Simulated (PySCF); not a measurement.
A PySCF script (with the pyscf-properties extension) for the NMR shieldings of SMILES C1[C@H](COC(C#CC)=O)[SiH2]1, C₇H₁₀O₂Si, on a GFN2-xTB geometry:

```python
import basis_set_exchange as bse
import numpy as np
from pyscf import gto, dft
from pyscf.prop import nmr

atoms = """
C     4.718613    0.128287    0.251086
C     3.367295    0.196070   -0.243284
C     2.233623    0.236982   -0.643371
C     0.898425    0.369055   -1.164962
O     0.540739    1.268370   -1.883353
O     0.124400   -0.641531   -0.752955
C    -1.242477   -0.609623   -1.173134
C    -2.064128    0.312680   -0.310649
C    -3.549155   -0.034640   -0.133843
Si   -2.540317   -0.177698    1.449894
H     5.261934    1.030603   -0.026732
H     5.222760   -0.738877   -0.174288
H     4.710724    0.034239    1.336471
H    -1.278595   -0.299199   -2.225276
H    -1.587243   -1.641827   -1.082418
H    -1.859565    1.355074   -0.528573
H    -3.880865   -0.926493   -0.648259
H    -4.241496    0.782261   -0.281201
H    -2.183463   -1.507916    1.905860
H    -2.656359    0.874861    2.441927
"""
names = dict.fromkeys(["C", "O", "Si", "H"], "pcSseg-1")
basis = {el: gto.basis.parse(bse.get_basis(n, elements=[el], fmt="nwchem")) for el, n in names.items()}
mol = gto.M(atom=atoms, basis=basis, charge=0, verbose=0)
mf = dft.RKS(mol, xc="PBE0")
mf.grids.level = 2
mf.grids.alignment = dft.numint.BLKSIZE   # the property module wants whole blocks of grid points
mf.conv_tol = 1e-9
mf.kernel()

calc = nmr.RKS(mf)   # GIAO
C = mf.mo_coeff
Co = C[:, mf.mo_occ > 0]
resp = mf.gen_response(singlet=True, hermi=2)
def vind(x):   # induced exchange potential for any number of trial vectors
    d = np.einsum("pi,xij,qj->xpq", C, 2 * x.reshape(-1, C.shape[1], Co.shape[1]), Co, optimize=True)
    return np.einsum("xpq,pi,qj->xij", resp(d - d.transpose(0, 2, 1)), C, Co, optimize=True).ravel()
mo1, _ = nmr.rhf.solve_mo1(calc, with_cphf=vind)
sigma = calc.kernel(mo1)
for i, s in enumerate(sigma):   # ppm
    w = np.linalg.eigvalsh((s + s.T) / 2)
    print("%2d %-2s iso %8.1f  s11 %8.1f  s22 %8.1f  s33 %8.1f" % (i, mol.atom_pure_symbol(i), w.mean(), *w))
```

Problem. What does it print?

Solution. 
```
 0 C  iso    182.2  s11    173.9  s22    175.6  s33    197.1
 1 C  iso     95.4  s11      7.7  s22     29.1  s33    249.5
 2 C  iso    107.1  s11     16.9  s22     29.7  s33    274.7
 3 C  iso     26.7  s11    -72.9  s22     72.2  s33     80.6
 4 O  iso   -108.1  s11   -386.1  s22   -243.2  s33    304.9
 5 O  iso     96.8  s11    -77.1  s22    153.8  s33    213.6
 6 C  iso    116.5  s11     70.9  s22    120.4  s33    158.1
 7 C  iso    175.7  s11    137.7  s22    176.7  s33    212.5
 8 C  iso    187.9  s11    160.4  s22    191.9  s33    211.3
 9 Si iso    499.0  s11    386.9  s22    404.8  s33    705.3
10 H  iso     29.5  s11     24.3  s22     27.8  s33     36.5
11 H  iso     29.6  s11     24.6  s22     27.6  s33     36.5
12 H  iso     29.6  s11     24.4  s22     28.0  s33     36.4
13 H  iso     26.1  s11     21.3  s22     26.9  s33     29.9
14 H  iso     28.9  s11     23.5  s22     29.8  s33     33.2
15 H  iso     29.8  s11     22.9  s22     29.6  s33     36.9
16 H  iso     31.5  s11     25.9  s22     28.3  s33     40.2
17 H  iso     30.9  s11     25.0  s22     26.5  s33     41.2
18 H  iso     29.2  s11     24.4  s22     27.0  s33     36.3
19 H  iso     29.1  s11     24.0  s22     26.0  s33     37.3
```

These numbers come from an equivalent density-fitted implementation of the same equations, which agrees with the script to about 0.01 ppm for H and up to a few tenths of a ppm for heavy atoms, so last digits may differ.

Problem. Turn these shieldings into chemical shifts. δ = σ(ref) − σ, references computed at the same level: TMS for $^{13}$C (σref 186.93), $^{29}$Si (σref 349.16), $^{1}$H (σref 31.72); H2O for $^{17}$O (σref 336.08).

Solution. Averaging equivalent atoms: C 3: 160.3; C 1: 91.5; C 2: 79.8; C 6: 70.5; C 7: 11.3; C 0: 4.7; C 8: -1.0; O 4: 444.2; O 5: 239.3; Si 9: -149.9; H 13: 5.64; H 14: 2.86; H 19: 2.62; H 18: 2.49; H 10/11/12: 2.16; H 15: 1.91; H 17: 0.82; H 16: 0.25 ppm. Unscaled 17O shifts of doubly bonded oxygen tend to come out too high, by tens of ppm or more. Experimental scales use liquid or dissolved standards, which lie at an offset from isolated H2O (liquid H2O: subtract about 36 ppm).

Size and cost of the density-fitted run: 227 basis functions, 110 s wall time on 1 thread of an Arm Neoverse N1, shared host; peak memory 0.99 GiB.
